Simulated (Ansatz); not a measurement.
The cluster Mo₂O₆. Charge 0, multiplicity 1. Geometry r2SCAN-D4/def2-SVP; atoms count from 1.

```xyz
8

Mo   -0.601    0.632   -0.212
Mo    1.187   -1.342   -0.028
O    -0.687   -1.269    0.067
O    -1.025    2.050    0.955
O    -1.093    0.875   -1.788
O     2.032   -0.597    1.255
O     1.955   -1.223   -1.541
O    -1.767    0.873    1.292
```

In the def2 sets Mo takes a core potential; there is no spin–orbit coupling. The structure holds one bond between oxygen atoms, so isomers without such links may lie far lower. The restricted singlet is unstable towards broken spin symmetry in Hartree–Fock (as tested in another run); at PBE0-D4/def2-TZVP this wasn't settled. Another isomer (singlet) lies 5.12 eV lower at PBE0-D4/def2-TZVP; other spin states weren't run for this one.

(1) Estimate the Mulliken populations from the PBE0/def2-TZVP orbitals of Ansatz.

(2) And the Mayer bond orders between heavy atoms (over 0.3)?

## Answers

(1) 
```tsv
atom	charge (e)	d electrons
Mo1	1.44	3.88
Mo2	1.39	3.93
O3	-0.66	–
O4	-0.31	–
O5	-0.50	–
O6	-0.55	–
O7	-0.55	–
O8	-0.27	–
```
Mulliken values depend strongly on the basis.

(2) Mo1–Mo2 0.88 (2.67 Å); Mo1–O3 0.81 (1.92 Å); Mo1–O4 1.00 (1.88 Å); Mo1–O5 1.98 (1.67 Å); Mo1–O8 0.94 (1.92 Å); Mo2–O3 0.92 (1.88 Å); Mo2–O6 1.89 (1.71 Å); Mo2–O7 1.92 (1.70 Å); O4–O8 0.87 (1.43 Å).
